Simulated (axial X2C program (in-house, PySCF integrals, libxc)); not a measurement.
**Spin–orbit effects down a group: molecules with Sr (ions), CCSD(T)**

Computed with an in-house relativistic program for diatomic molecules, spin-free (one-electron X2C) or two-component (2c: spin–orbit coupling with atomic mean-field Coulomb and Gaunt terms, which also bring small scalar terms), in Dyall basis sets with cores contracted in-house; open shells are unrestricted.

Basis sets: Br dyall-cv3z, Cl dyall-av3z, F dyall-av3z, I dyall-cv3z, Sr dyall-cv3z. Frozen shells (counts by l): SrF⁺ Sr 4s3p1d, F 1s, 8 electrons correlated; SrCl⁺ Sr 4s3p1d, Cl 2s1p, 8 electrons correlated; SrBr⁺ Sr 4s3p1d, Br 3s2p1d, 8 electrons correlated; SrI⁺ I 4s3p2d, Sr 4s3p1d, 8 electrons correlated. Coupled cluster in natural virtuals with an MP2 remainder. Where the outer core of a metal is frozen, bonds come out longer and ionisation energies lower.

```json
{"molecule": "SrF⁺", "spin-free state": "M_S = 0, Λ = 0", "Re (Å)": "2.041", "ωe (cm⁻¹)": "556.8", "De (eV)": "5.80", "2c state": "Ω = 0", "Re 2c (Å)": "2.041", "ωe 2c (cm⁻¹)": "556.8", "De 2c (eV)": "5.78"}
{"molecule": "SrCl⁺", "spin-free state": "M_S = 0, Λ = 0", "Re (Å)": "2.526", "ωe (cm⁻¹)": "348.4", "De (eV)": "4.30", "2c state": "Ω = 0", "Re 2c (Å)": "2.526", "ωe 2c (cm⁻¹)": "348.4", "De 2c (eV)": "4.26"}
{"molecule": "SrBr⁺", "spin-free state": "M_S = 0, Λ = 0", "Re (Å)": "2.677", "ωe (cm⁻¹)": "254.0", "De (eV)": "3.74", "2c state": "Ω = 0", "Re 2c (Å)": "2.678", "ωe 2c (cm⁻¹)": "253.8", "De 2c (eV)": "3.60"}
{"molecule": "SrI⁺", "spin-free state": "M_S = 0, Λ = 0", "Re (Å)": "2.907", "ωe (cm⁻¹)": "206.8", "De (eV)": "3.13", "2c state": "Ω = 0", "Re 2c (Å)": "2.909", "ωe 2c (cm⁻¹)": "205.9", "De 2c (eV)": "2.85"}
```

Fragments in 2c: Sr+ + F, Sr+ + Cl, Sr+ + Br, I + Sr+. Each entry is the lowest single determinant of a limited PBE0 search at one distance. De goes to single-determinant-based atoms at the same level (for ions the charge split of lowest energy) and is withheld (n/a) where an atom does not fit its ground term or J level. Main or longest-lived isotopes.
